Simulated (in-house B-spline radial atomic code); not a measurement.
Rb⁺. Computed with a B-spline radial atomic code. Model: non-relativistic spherical atom: semilocal Troullier-Martins pseudo-atom, one channel per l, against all electrons, high spin, G0W0 and RPA with empty states to l = 8, local potential for every l without a channel, a model core (radius 0 = none) keeps its share of the functional.

Without relativity these are model numbers for so heavy an element.

What the tables leave out is listed at the end.

The pseudopotential gives back the lowest level of each angular momentum of its own functional in the configuration it was made in; a second state of the same l is only approximately right. Exact exchange, RPA and GW see the smooth pseudo-orbitals and miss the exchange with the core, for which the functional's share stands in. The column with an uncorrelated core keeps all orbitals and exact exchange, and so separates missing core correlation from pseudisation. Only the three outermost levels and the lowest empty one were computed. RPA here is direct RPA, with no exchange kernel, and its energies carry an (l + 1/2)⁻⁴ tail. A hybrid on a potential with a model core restores only its own semilocal share of the core's exchange.

Command:
```bash
python run_psgw.py task.json out
```
Settings (lengths in bohr, energies in hartree):
```
Z                      37
electrons              36
configuration          [Ar] 3d10 4s2 4p6
generated_in           [Kr] 5s1
functional             pbe,pbe
core_shells            5
radius_factor          1.15
core_correction        True
```

Time taken, with all properties: 16 s on 1 thread of Arm Neoverse V2 (shared host).

Given: made with PBE; model core radius 0.245 bohr; local radius 1.396 bohr; mean-field start PBE.

Valence shells of the generating configuration: 3d, 4s, 4p, 5s.

Channel: s 1.481, p 1.669, d 1.348 (radii in bohr).

Computed: largest level miss in the spin-unpolarised generating configuration 0.014 eV; valence RPA correlation energy pseudo -1.2338 hartree; all-electron RPA polarisability, core included 8.5489 bohr³; pseudo-atom RPA polarisability 8.2418 bohr³.

| level | occupied | mean-field all-electron (eV) | mean-field pseudo minus all (eV) | G0W0 all-electron (eV) | G0W0 uncorrelated core minus all (eV) | G0W0 pseudo minus all (eV) | exchange self-energy all-electron (eV) | exchange self-energy pseudo (eV) |
| --- | --- | --- | --- | --- | --- | --- | --- | --- |
| 4p | 1 | -21.65 | -0.024 | -27.431 | -0.046 | -0.625 | -24.641 | -23.157 |
| 5s (empty) | 0 | -5.9248 | -0.041 | -3.9569 | -0.004 | -0.065 | -1.4361 | -1.2493 |

Question: What is the valence RPA correlation energy all-electron orbitals?

Answer: -1.1249 hartree.

Given: mean-field start PBE0.

Computed: valence RPA correlation energy all-electron orbitals -1.0785 hartree; valence RPA correlation energy pseudo -1.1973 hartree; pseudo-atom RPA polarisability 7.3352 bohr³.

| level | occupied | mean-field all-electron (eV) | mean-field pseudo minus all (eV) | G0W0 all-electron (eV) | G0W0 uncorrelated core minus all (eV) | G0W0 pseudo minus all (eV) | exchange self-energy all-electron (eV) | exchange self-energy pseudo (eV) |
| --- | --- | --- | --- | --- | --- | --- | --- | --- |
| 4p | 1 | -23.384 | -0.127 | -27.611 | -0.043 | -0.533 | -24.595 | -23.355 |
| 5s (empty) | 0 | -5.2928 | -0.017 | -4.0155 | -0.003 | -0.033 | -1.2219 | -1.059 |

Question: What is the all-electron RPA polarisability, core included?

Answer: 7.7281 bohr³.

Among the listed levels the largest G0W0 shift of the pseudo-atom is -0.62 eV, for 4p on the PBE start, while leaving the core uncorrelated moves that level by -0.05 eV. So pseudisation and the lost core exchange, not the missing core correlation, make the error. Not in the tables (levels of low weight, unsolved or above zero; the highest and the empty levels are kept at any weight): on PBE the G0W0 levels 4s (pseudo minus all -2.42 eV, weights 0.10 and 0.36), 3d (pseudo minus all +7.77 eV, weights 0.69 and 0.66); on PBE0 the G0W0 levels 4s (pseudo minus all -0.95 eV, weights 0.57 and 0.22), 3d (pseudo minus all +10.85 eV, weights 0.81 and 0.72); no Hartree-Fock pseudo-atom is run with a model core.
